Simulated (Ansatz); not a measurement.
Ansatz results at the PBE0-D4/def2-TZVP geometry: size of the dipole moment (B3LYP/def2-TZVPP) 3.19 D; zero-point energy (PBE0-D4/def2-TZVP) 111.8 kJ/mol; LUMO energy (ωB97M-V/def2-TZVPP) 1.23 eV.

Problem. Which molecule gave them?
A. `[CH3][GeH]([Cl])[SeH]`
B. `[GeH3][I]`
C. `[CH3][Ge]([F])([F])[Br]`
D. `[CH3][Ge]([OH])([OH])[OH]`

Solution. C. The others give `[CH3][Ge]([OH])([OH])[OH]`: 0.44, 204.5, 1.77; `[CH3][GeH]([Cl])[SeH]`: 2.35, 142.8, 1.37; `[GeH3][I]`: 1.56, 62.4, 0.76.

B3LYP here is the variant with VWN-RPA as its local correlation; programs differ in this.
